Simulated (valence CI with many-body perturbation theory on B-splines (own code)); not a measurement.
Missing levels of Rb²¹⁺

Computed by valence CI with perturbative core correlation (CI+MBPT): six valence electrons over a frozen Dirac-Fock core [Ne], radial functions for each j: 9 s, 9 p, 8 d, 6 f, 3 g, 1 h, with the one-electron correlation potential Σ1, the two-electron term Σ2, the three-electron term Σ3, Breit, model QED; selected CI, second order for the rest, scaled by the run's own slope (own B-spline code, finite nucleus).

No measured levels were compared; by estimate levels of excited configurations hold to 0.05 to 0.15 % of their energy, terms of the ground configuration to about 0.5 %. Among the levels kept, up to 1500 cm⁻¹ of a level comes from second order outside the variational space, and about a tenth of that is noise between levels of different J, which matters for small intervals.

| Level | E (cm⁻¹) |
| --- | --- |
| 3s2.3p4 3P_2 | 0 |
| 3s2.3p4 3P_0 | 50794 |
| 3s2.3p4 3P_1 | 90938 |
| 3s2.3p4 1D_2 | 128350 |
| 3s2.3p4 1S_0 | 251080 |
| 3s.3p5 3P°_2 | ? |
| 3s.3p5 3P°_1 | ? |
| 3s.3p5 3P°_0 | ? |
| 3s2.3p3.3d 5D°_2 [a] | 730130 |
| 3s2.3p3.3d 5D°_3 | 732890 |
| 3s2.3p3.3d 5D°_0 | 737370 |
| 3s2.3p3.3d 5D°_1 | 740180 |
| 3s2.3p3.3d 5D°_4 | 748500 |
| 3s.3p5 1P°_1 | ? |
| 3s2.3p3.3d 5D°_2 [b] | 769000 |
| 3s2.3p3.3d 3D°_3 [a] | ? |
| 3s2.3p3.3d 3D°_1 [a] | ? |
| 3s2.3p3.3d 3F°_2 [a] | 816970 |
| 3s2.3p3.3d 1S°_0 | 821740 |
| 3s2.3p3.3d 3F°_3 [a] | 829760 |

Names give the largest LS component (configuration and term), which can be under half, so a name can repeat, a term be missing and a line seem to break the LS rules; names also repeat where a configuration has a term twice. Letters in brackets count levels of one name in rising energy.

Question: The levels stand in rising order. What does the calculation give for the missing energies?

Answer: 3s.3p5 3P°_2 582660; 3s.3p5 3P°_1 626420; 3s.3p5 3P°_0 677050; 3s.3p5 1P°_1 751000; 3s2.3p3.3d 3D°_3 [a] 808820; 3s2.3p3.3d 3D°_1 [a] 814050.
